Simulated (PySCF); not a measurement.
Mo(NMe)(S)(F)2 (CH3F2MoNS), SMILES C[N]=[Mo]([F])([F])=[S], multiplicity 1.

The structure is a stationary point at B3LYP-D3(BJ)/def2-SVP. The spin state was assumed, not searched. The structure was generated by enumeration; whether it is a known compound was not checked. The def2 effective core potentials stand for the cores of Mo; spin–orbit coupling is left out.

Calculation: ωB97X/def2-TZVP (PySCF).

Symmetry labels are those of the subgroup Cs that the program uses (full group Cs).

### Question
List the valence orbital energies around the gap with their symmetry. (An estimate is asked for; the answer gives what the named calculation found.)

### Answer

```json
[
 {"orbital": "HOMO−7", "symmetry": "A'", "energy (eV)": "-15.30"},
 {"orbital": "HOMO−6", "symmetry": "A'", "energy (eV)": "-14.90"},
 {"orbital": "HOMO−5", "symmetry": "A\"", "energy (eV)": "-14.61"},
 {"orbital": "HOMO−4", "symmetry": "A'", "energy (eV)": "-12.59"},
 {"orbital": "HOMO−3", "symmetry": "A'", "energy (eV)": "-11.61"},
 {"orbital": "HOMO−2", "symmetry": "A\"", "energy (eV)": "-11.41"},
 {"orbital": "HOMO−1", "symmetry": "A\"", "energy (eV)": "-10.64"},
 {"orbital": "HOMO", "symmetry": "A'", "energy (eV)": "-9.89"},
 {"orbital": "LUMO", "symmetry": "A'", "energy (eV)": "-0.87"},
 {"orbital": "LUMO+1", "symmetry": "A\"", "energy (eV)": "-0.75"},
 {"orbital": "LUMO+2", "symmetry": "A'", "energy (eV)": "0.31"},
 {"orbital": "LUMO+3", "symmetry": "A\"", "energy (eV)": "0.86"}
]
```
